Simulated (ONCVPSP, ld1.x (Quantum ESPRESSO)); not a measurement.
Potentials for rubidium compared

Generated with ld1.x 7.5 (TM, RRKJ, ultrasoft, PAW), atompaw 4.2 or ONCVPSP 4.0.1. The cutoff is in Ry: for ld1.x and atompaw files where the sum of valence levels is converged to 10 mRy in a Bessel basis, for ONCV files where the hardest occupied wave has 1 mHa per electron of residual kinetic energy. The error is the largest all-electron minus pseudo excitation energy over each file’s own four to seven test configurations (ionisations up to +4, promotions, holes and added fractions of an electron), all of which were solved. The labels leave out finer settings (local radius, basis sizes, second energies), which also bear on the numbers. Spin-polarised tests are not counted. The rows are a selection from randomly drawn settings: files with unsolved tests, undetermined cutoffs or missed reference levels are left out.

```tsv
potential	cutoff (Ry)	largest error (meV)	bound ghosts
ONCV, LDA (Perdew-Zunger), scalar-relativistic, rc 2.45/1.50/2.55 (spd), local smoothed, core correction yes, reference 4s2 4p6 5s0.5, qcut 6.4/4.5/3.5, projectors 2/2/2	74	-112	none
ONCV, LDA (Perdew-Wang 92), scalar-relativistic, rc 2.05/2.80/2.80/2.40 (spdf), local smoothed, core correction yes, reference 4s2 4p6 5s0.75 5p0.25, qcut 4.5/5.2/3.7/4.9, projectors 2/2/2/2	21	-21	none
ONCV, PBE, scalar-relativistic, rc 2.75/2.10/2.55 (spd), local smoothed, core correction yes, reference 4s2 4p6 5s1, qcut 4.2/6.1/4.5, projectors 2/1/2	21	-221	none
PAW, PW91, non-relativistic, rc 2.40/2.60/2.60 (spd), local smoothed, core correction yes, reference 4s2 4p6 5s1 5p0	12	+23	none
ONCV, PBE, scalar-relativistic, rc 2.65/2.75/2.65 (spd), local d, core correction yes, reference 4s2 4p6 5s1, qcut 4.9/4.9/3.7, projectors 2/2/0	14	-233	none
ONCV, LDA (Perdew-Zunger), fully relativistic, rc 1.40/2.20/2.20 (spd), local smoothed, core correction yes, reference 4s2 4p6, qcut 4.1/5.7/5.1, projectors 2/1/1	129	+28	none
```

Q: Fill in the row for Rb: ONCV, PBEsol, scalar-relativistic, rc 2.30/1.65/1.65 (spd), local d, core correction yes, reference 4s2 4p6 5s1, qcut 4.3/5.6/5.1, projectors 2/2/0.

A: cutoff 24 Ry, largest error -210 meV, bound ghosts: none.
